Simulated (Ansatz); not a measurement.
Consider the cleavage of the Si–Si bond: `Cl[SiH2][SiH2][GeH3]` + `N[SiH2]N` → `N[SiH2]N[SiH2]Cl` + `[SiH3][GeH3]`.

Isolated molecules relaxed with PBE0-D4/def2-TZVP in Ansatz; ΔE leaves out vibrations. CBS: MP2 limit from def2 TZ/QZ plus the TZ coupled-cluster correction, frozen cores. This one scheme is used for every species. Functionals use def2-TZVPP. B3LYP here is the variant with VWN-RPA as its local correlation; programs differ in this. For Ge outer-core shells are correlated without core-valence functions, which leaves a few kJ/mol of doubt a bond. Scalar relativity is left out up to krypton. Each species was taken in one conformer, which may not be the lowest.

```json
{"level": "PBE-D4", "ΔE (kJ/mol)": "-51.4", "difference from CCSD(T)/CBS": "17.4"}
{"level": "PBE0-D4", "ΔE (kJ/mol)": "-56.6", "difference from CCSD(T)/CBS": "12.2"}
{"level": "B3LYP-D4", "ΔE (kJ/mol)": "-68.2", "difference from CCSD(T)/CBS": "0.6"}
{"level": "ωB97M-V", "ΔE (kJ/mol)": "-73.2", "difference from CCSD(T)/CBS": "-4.4"}
{"level": "PBE", "ΔE (kJ/mol)": "-51.1", "difference from CCSD(T)/CBS": "17.7"}
{"level": "r2SCAN", "ΔE (kJ/mol)": "-63.9", "difference from CCSD(T)/CBS": "4.9"}
{"level": "PBE0", "ΔE (kJ/mol)": "-56.6", "difference from CCSD(T)/CBS": "12.2"}
{"level": "HF/def2-TZVPP", "ΔE (kJ/mol)": "-84.2", "difference from CCSD(T)/CBS": "-15.4"}
{"level": "MP2/def2-TZVPP", "ΔE (kJ/mol)": "-75.9", "difference from CCSD(T)/CBS": "-7.1"}
{"level": "SCS-MP2/def2-TZVPP", "ΔE (kJ/mol)": "-78.1", "difference from CCSD(T)/CBS": "-9.3"}
{"level": "CCSD/def2-TZVPP", "ΔE (kJ/mol)": "-72.5", "difference from CCSD(T)/CBS": "-3.7"}
{"level": "MP2/def2-QZVPP", "ΔE (kJ/mol)": "-75.1", "difference from CCSD(T)/CBS": "-6.3"}
{"level": "SCS-MP2/def2-QZVPP", "ΔE (kJ/mol)": "-77.4", "difference from CCSD(T)/CBS": "-8.6"}
{"level": "HF/CBS(def2)", "ΔE (kJ/mol)": "-85.7", "difference from CCSD(T)/CBS": "-16.9"}
{"level": "MP2/CBS(def2)", "ΔE (kJ/mol)": "-73.7", "difference from CCSD(T)/CBS": "-4.9"}
{"level": "CCSD/CBS(def2)", "ΔE (kJ/mol)": "-70.4", "difference from CCSD(T)/CBS": "-1.6"}
{"level": "CCSD(T)/CBS", "ΔE (kJ/mol)": "-68.8", "difference from CCSD(T)/CBS": "0"}
```

Largest T1 diagnostic among the species: 0.012.

From PBE to PBE0 (25 % exact exchange), in def2-TZVPP and without D4, ΔE moves by −5.4 kJ/mol. In def2-TZVPP, CCSD(T) changes the Hartree–Fock value by +13.4 kJ/mol (the triples alone add +1.6 kJ/mol) and MP2 by +8.4 kJ/mol.
